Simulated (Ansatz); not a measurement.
Cost and result for the atomization energy of `CBC[SiH2]C` (16 atoms, 15 bonds).

| atom | x (Å) | y (Å) | z (Å) |
| --- | --- | --- | --- |
| C1 | -2.3008 | -1.2037 | 0.5105 |
| B2 | -1.6099 | 0.1956 | 0.5305 |
| C3 | -0.4973 | 0.6031 | -0.4560 |
| Si4 | 1.1645 | 0.1313 | 0.3134 |
| C5 | 2.5743 | 0.6023 | -0.8222 |
| H6 | -2.3075 | -1.6634 | 1.5046 |
| H7 | -1.8872 | -1.9155 | -0.2077 |
| H8 | -3.3615 | -1.0536 | 0.2655 |
| H9 | -1.9369 | 0.9782 | 1.3847 |
| H10 | -0.4277 | 1.6808 | -0.6352 |
| H11 | -0.5291 | 0.0649 | -1.4101 |
| H12 | 1.3250 | 0.8174 | 1.6257 |
| H13 | 1.1931 | -1.3367 | 0.5674 |
| H14 | 2.5808 | 1.6791 | -1.0069 |
| H15 | 3.5348 | 0.3278 | -0.3795 |
| H16 | 2.4854 | 0.0924 | -1.7844 |

Total charge 0; spin multiplicity 1. All single points use the PBE0-D4/def2-TZVP geometry. It is one conformer, not always the lowest. Program: Ansatz. All runs use 4 threads of an AMD EPYC 7R13 on a shared host. Times are those of one run each, without the atoms' runs, and a repeat can differ threefold. Electronic energies, without spin–orbit coupling; frozen cores. CCSD(T)/CBS adds CCSD(T) − MP2 in def2-TZVPP to the MP2 limit, and its time is that of the two runs behind it. T1 = 0.010. B3LYP takes the VWN-RPA correlation (the form of Gaussian; ORCA's B3LYP/G).

CCSD(T)/CBS is a level of theory with its own doubt, some kJ/mol a heavy atom from the limit and from the frozen cores, so smaller differences don't rank the functionals.

```json
{"level": "PBE-D4/def2-TZVPP (with forces)", "functions": "320", "wall time": "2.6 s"}
{"level": "PBE0-D4/def2-TZVPP", "functions": "320", "wall time": "3.1 s"}
{"level": "r2SCAN-D4/def2-TZVPP (with forces)", "functions": "320", "wall time": "4.2 s"}
{"level": "B3LYP-D4/def2-TZVPP (with forces)", "functions": "320", "wall time": "5.5 s"}
{"level": "B2PLYP/def2-TZVPP", "functions": "320", "wall time": "6 s"}
{"level": "ωB97X-V/def2-TZVPP", "functions": "320", "wall time": "7 s"}
{"level": "ωB97M-V/def2-TZVPP (with forces)", "functions": "320", "wall time": "11 s"}
{"level": "MP2/def2-QZVPP", "functions": "628", "wall time": "30 s"}
{"level": "CCSD(T)/def2-TZVPP", "functions": "320", "wall time": "11 min"}
{"level": "CCSD(T)/CBS(def2)", "functions": "–", "wall time": "11 min"}
```

**Question.** What atomization energy does each give, and how far from CCSD(T)/CBS? (An estimate is asked.)

**Answer.** Ansatz gave: 
```tsv
level	atomization (kcal/mol)	difference from CCSD(T)/CBS	per bond
PBE-D4/def2-TZVPP (with forces)	1427.0	14.2	0.9
PBE0-D4/def2-TZVPP	1418.9	6.1	0.4
r2SCAN-D4/def2-TZVPP (with forces)	1420.6	7.8	0.5
B3LYP-D4/def2-TZVPP (with forces)	1418.2	5.4	0.4
B2PLYP/def2-TZVPP	1402.2	-10.6	-0.7
ωB97X-V/def2-TZVPP	1418.8	6.0	0.4
ωB97M-V/def2-TZVPP (with forces)	1420.0	7.2	0.5
MP2/def2-QZVPP	1407.7	-5.1	-0.3
CCSD(T)/def2-TZVPP	1384.3	-28.5	-1.9
CCSD(T)/CBS(def2)	1412.8	0.0	0.0
```

The D4 term adds +11.5 kcal/mol with B3LYP and +6.1 kcal/mol with PBE0; it sums over pairs of atoms, weighted by their polarisabilities, and B3LYP, whose exchange is more repulsive, gets the larger term. From PBE to PBE0 (25 % exact exchange), in def2-TZVPP and without D4, the atomization energy moves by −6.9 kcal/mol: exact exchange takes away binding that semilocal exchange gives to molecules. In def2-TZVPP, CCSD(T) changes the Hartree–Fock value by +285.8 kcal/mol (the triples alone add +13.4 kcal/mol) and MP2 by +292.4 kcal/mol; breaking electron pairs costs correlation energy, which Hartree–Fock lacks.
